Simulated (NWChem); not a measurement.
System: disilazane (Si₂NH₇); SMILES [SiH3]N[SiH3]

Input file for NWChem:

```
start job
memory heap 200 mb stack 900 mb global 1100 mb
geometry units angstroms noautosym nocenter noautoz
  Si     0.102291     0.034579     1.575614
  N     -0.562872    -0.292925     0.000000
  Si     0.102291     0.034579    -1.575614
  H     -0.908501     0.701806     2.454431
  H      1.277063     0.934426     1.387998
  H      0.553871    -1.202998     2.288993
  H     -1.438742    -0.811079     0.000000
  H      0.553871    -1.202998    -2.288993
  H     -0.908501     0.701806    -2.454431
  H      1.277063     0.934426    -1.387998
end
basis spherical
  * library def2-svpd
end
dft
  xc pbe0
  iterations 150
end
task dft gradient
```

NWChem printed, in part:

```
             Northwest Computational Chemistry Package (NWChem) 7.3.0
             --------------------------------------------------------

                             Geometry "geometry" -> ""
                             -------------------------

 Output coordinates in angstroms (scale by  1.889725989 to convert to a.u.)

  No.       Tag          Charge          X              Y              Z
 ---- ---------------- ---------- -------------- -------------- --------------
    1 Si                  14.0000     0.10229100     0.03457900     1.57561400
    2 N                    7.0000    -0.56287200    -0.29292500     0.00000000
    3 Si                  14.0000     0.10229100     0.03457900    -1.57561400
    4 H                    1.0000    -0.90850100     0.70180600     2.45443100
    5 H                    1.0000     1.27706300     0.93442600     1.38799800
    6 H                    1.0000     0.55387100    -1.20299800     2.28899300
    7 H                    1.0000    -1.43874200    -0.81107900     0.00000000
    8 H                    1.0000     0.55387100    -1.20299800    -2.28899300
    9 H                    1.0000    -0.90850100     0.70180600    -2.45443100
   10 H                    1.0000     1.27706300     0.93442600    -1.38799800

 Effective nuclear repulsion energy (a.u.)     155.5057454477

                                 NWChem DFT Module
                                 -----------------

 Summary of "ao basis" -> "ao basis" (spherical)
 ------------------------------------------------------------------------------
       Tag                 Description            Shells   Functions and Types
 ---------------- ------------------------------  ------  ---------------------
 Si                        def2-svpd                10       24   5s3p2d
 N                         def2-svpd                 8       20   4s2p2d
 H                         def2-svpd                 4        8   2s2p

            General Information
            -------------------
          SCF calculation type: DFT
          Wavefunction type:  closed shell.
          No. of atoms     :    10
          No. of electrons :    42
           Alpha electrons :    21
            Beta electrons :    21
          Charge           :     0
          Spin multiplicity:     1
          Use of symmetry is: off; symmetry adaption is: off
          Maximum number of iterations: 150
          AO basis - number of functions:   124
                     number of shells:    56
          Convergence on energy requested:  1.00D-06
          Convergence on density requested:  1.00D-05
          Convergence on gradient requested:  5.00D-04

              XC Information
              --------------
                         PBE0 Method XC Functional
                     Hartree-Fock (Exact) Exchange  0.250
          PerdewBurkeErnzerhof Exchange Functional  0.750
            Perdew 1991 LDA Correlation Functional  1.000 local
           PerdewBurkeErnz. Correlation Functional  1.000 non-local

             Grid Information
             ----------------
          Grid used for XC integration:  medium
          Radial quadrature: Mura-Knowles
          Angular quadrature: Lebedev.
          Tag              B.-S. Rad. Rad. Pts. Rad. Cut. Ang. Pts.
          ---              ---------- --------- --------- ---------
          Si                  1.10       88          12.0       590
          N                   0.65       49           9.0       434
          H                   0.35       45          13.0       434
          Grid pruning is: on
          Number of quadrature shells:   540
          Spatial weights used:  Erf1

      Superposition of Atomic Density Guess
      -------------------------------------

 Sum of atomic energies:        -635.21722928

      Non-variational initial energy
      ------------------------------

 Total energy =    -636.422862
 1-e energy   =   -1187.243417
 2-e energy   =     395.314810
 HOMO         =      -0.318731
 LUMO         =       0.017111

   convergence    iter        energy       DeltaE   RMS-Dens  Diis-err
 ---------------- ----- ----------------- --------- --------- ---------
 d= 0,ls=0.0,diis     1   -637.3984802029 -7.93D+02  7.55D-03  3.26D-01
 d= 0,ls=0.0,diis     2   -637.3981272566  3.53D-04  3.89D-03  3.49D-01
 d= 0,ls=0.0,diis     3   -637.4348039457 -3.67D-02  1.11D-03  2.81D-02
 d= 0,ls=0.0,diis     4   -637.4380527891 -3.25D-03  2.47D-04  4.03D-04
 d= 0,ls=0.0,diis     5   -637.4381226406 -6.99D-05  3.71D-05  5.82D-06
 d= 0,ls=0.0,diis     6   -637.4381234491 -8.08D-07  7.79D-06  5.07D-07

         Total DFT energy =     -637.438123449056
      One electron energy =    -1190.025756171716
           Coulomb energy =      448.108528455613
    Exchange-Corr. energy =      -51.026641180695
 Nuclear repulsion energy =      155.505745447742

 Numeric. integr. density =       42.000002829027

                       DFT Final Molecular Orbital Analysis
                       ------------------------------------

 Vector   19  Occ=2.000000D+00  E=-3.521770D-01
              MO Center= -9.9D-02, -1.4D-01, -1.1D-08, r^2= 6.6D+00
   Bfn.  Coefficient  Atom+Function         Bfn.  Coefficient  Atom+Function
  ----- ------------  ---------------      ----- ------------  ---------------
    69      0.232416   4 H  s               109     -0.232416   9 H  s
    85     -0.228698   6 H  s               101      0.228698   8 H  s
    10      0.177624   1 Si py               54     -0.177624   3 Si py
    13      0.169411   1 Si py               57     -0.169411   3 Si py
    12     -0.119632   1 Si px               56      0.119632   3 Si px

 Vector   20  Occ=2.000000D+00  E=-3.452552D-01
              MO Center=  4.3D-01,  3.1D-01, -1.4D-08, r^2= 5.3D+00
   Bfn.  Coefficient  Atom+Function         Bfn.  Coefficient  Atom+Function
  ----- ------------  ---------------      ----- ------------  ---------------
    77      0.253095   5 H  s               117     -0.253095  10 H  s
    69     -0.156410   4 H  s               109      0.156410   9 H  s
    14     -0.149393   1 Si pz               58     -0.149393   3 Si pz
    12      0.148374   1 Si px               56     -0.148374   3 Si px
    85     -0.141924   6 H  s               101      0.141924   8 H  s

 Vector   21  Occ=2.000000D+00  E=-2.746601D-01
              MO Center= -3.4D-01, -2.9D-01, -9.3D-09, r^2= 3.5D+00
   Bfn.  Coefficient  Atom+Function         Bfn.  Coefficient  Atom+Function
  ----- ------------  ---------------      ----- ------------  ---------------
    30      0.413532   2 N  py               33     -0.329783   2 N  py
    29     -0.233932   2 N  px               32      0.187294   2 N  px
    85     -0.175089   6 H  s               101     -0.175089   8 H  s
    69      0.147606   4 H  s               109      0.147606   9 H  s
    86     -0.087225   6 H  s               102     -0.087225   8 H  s

 Vector   22  Occ=0.000000D+00  E=-4.825656D-03
              MO Center= -3.5D-01, -2.6D-01,  3.0D-08, r^2= 7.6D+00
   Bfn.  Coefficient  Atom+Function         Bfn.  Coefficient  Atom+Function
  ----- ------------  ---------------      ----- ------------  ---------------
    28      4.055775   2 N  s                 4     -2.032050   1 Si s
    48     -2.032050   3 Si s                94     -1.340061   7 H  s
     5      0.730692   1 Si s                49      0.730692   3 Si s
    27     -0.494433   2 N  s                98     -0.465759   7 H  px
    14      0.353280   1 Si pz               58     -0.353280   3 Si pz

 Vector   23  Occ=0.000000D+00  E= 2.593674D-02
              MO Center=  2.5D-01,  6.7D-02, -3.4D-08, r^2= 1.2D+01
   Bfn.  Coefficient  Atom+Function         Bfn.  Coefficient  Atom+Function
  ----- ------------  ---------------      ----- ------------  ---------------
     4      2.857564   1 Si s                48      2.857564   3 Si s
     5     -2.242278   1 Si s                49     -2.242278   3 Si s
    28      1.235998   2 N  s                86     -0.465919   6 H  s
   102     -0.465919   8 H  s                70     -0.425742   4 H  s
   110     -0.425742   9 H  s                27     -0.419425   2 N  s

 Vector   24  Occ=0.000000D+00  E= 3.966533D-02
              MO Center=  1.2D-01, -6.2D-03,  5.8D-07, r^2= 1.5D+01
   Bfn.  Coefficient  Atom+Function         Bfn.  Coefficient  Atom+Function
  ----- ------------  ---------------      ----- ------------  ---------------
     4      3.471208   1 Si s                48     -3.471208   3 Si s
     5     -3.205740   1 Si s                49      3.205739   3 Si s
    86     -0.459740   6 H  s               102      0.459740   8 H  s
    14      0.433842   1 Si pz               58      0.433842   3 Si pz
    78     -0.431843   5 H  s               118      0.431843  10 H  s

     Multipole analysis of the density
     ---------------------------------

[...]

                         DFT ENERGY GRADIENTS

    atom               coordinates                        gradient
                 x          y          z           x          y          z
   1 Si      0.193302   0.065345   2.977479   -0.001830  -0.001175  -0.003165
   2 N      -1.063674  -0.553548   0.000000    0.003726   0.002559  -0.000000
   3 Si      0.193302   0.065345  -2.977479   -0.001830  -0.001175   0.003165
   4 H      -1.716818   1.326221   4.638202    0.000002   0.000243   0.000617
   5 H       2.413299   1.765809   2.622936    0.000333   0.000211   0.000251
   6 H       1.046664  -2.273337   4.325570    0.000318  -0.000072   0.000729
   7 H      -2.718828  -1.532717   0.000000   -0.001372  -0.000971   0.000000
   8 H       1.046664  -2.273337  -4.325570    0.000318  -0.000072  -0.000729
   9 H      -1.716818   1.326221  -4.638202    0.000002   0.000243  -0.000617
  10 H       2.413299   1.765809  -2.622936    0.000333   0.000211  -0.000251
```

Level: PBE0/def2-SVPD. Geometry: optimised at PBE0/def2-SVP.
